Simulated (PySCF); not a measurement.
A geometry optimisation on `CO[C@@H]1[SiH2][C@H]1F`.

Computed with PBE0-D3(BJ)/def2-SVP geometry optimisation, gas phase (PySCF 2.14.0). Start geometry: GFN2-xTB. A driver script takes a list of jobs; this job's settings line and coordinates (Å) are shown.

Command:
```bash
OMP_NUM_THREADS=1 python probes_run.py task.json out
```

Input:
```
{"job": {"xc": "PBE0", "basis": "def2-SVP", "d3": "d3bj", "grid": 1, "shake": 0.01, "kind": "geom"}, "charge": 0, "multiplicity": 1}
C      2.026590     0.016120    -0.396640
O      1.050700    -0.019340     0.639790
C     -0.213380     0.494140     0.272150
Si    -1.686120    -0.150730     1.194940
C     -1.091770    -0.418880    -0.585450
F     -1.701770     0.206850    -1.646240
H      1.678540    -0.516470    -1.281820
H      2.934100    -0.402190    -0.018880
H      2.200420     1.085230    -0.675510
H     -0.156100     1.527640    -0.059030
H     -2.829050     0.772680     1.365150
H     -1.526170    -1.273710     2.099790
H     -0.680170    -1.338230    -0.918570
```

Output:
```
step   0  E = -582.25553047  max force = 0.033966
step   1  E = -582.26129975  max force = 0.009400
step   2  E = -582.26180615  max force = 0.002708
step   3  E = -582.26196057  max force = 0.003868
step   4  E = -582.26209841  max force = 0.003880
step   5  E = -582.26220420  max force = 0.001740
step   6  E = -582.26223908  max force = 0.000673
step   7  E = -582.26225819  max force = 0.000758
step   8  E = -582.26226373  max force = 0.000825
step   9  E = -582.26226342  max force = 0.000461
step  10  E = -582.26226263  max force = 0.000391
optimisation converged
```

Energies in Eh; «max force» is the largest Cartesian gradient component in Eh/bohr.

Question: Give the first gradient maximum in eV/Å.

Answer: With 1 Eh/bohr = 51.422 eV/Å, 1.747 eV/Å.

Question: How much energy does the optimisation release, in eV?

Answer: E(step 0) − E(last step) = 0.006732 Eh, which is 0.183 eV.

In short: final energy -582.26226 Eh after 10 steps; dipole 0.54 D.

Question: Where do the atoms end?

Answer: 0.164 Å rms from the input after alignment:
```
atom  x, y, z in Å
C1     1.9481    0.2423   -0.6471
O2     1.1807   -0.0269    0.4950
C3    -0.1387    0.3544    0.3572
Si4   -1.6019   -0.3118    1.3291
C5    -1.0970   -0.4727   -0.4773
F6    -1.6978    0.1076   -1.5523
H7     1.5613   -0.2839   -1.5401
H8     2.9723   -0.1022   -0.4502
H9     1.9736    1.3254   -0.8741
H10   -0.2945    1.4331    0.1551
H11   -2.5949    0.6999    1.7659
H12   -1.5058   -1.5338    2.1647
H13   -0.6975   -1.4707   -0.7170
```

Run on Arm Neoverse V1, one thread (shared host).
Labels such as C1 count atoms from 1, the log's own numbers from 0.
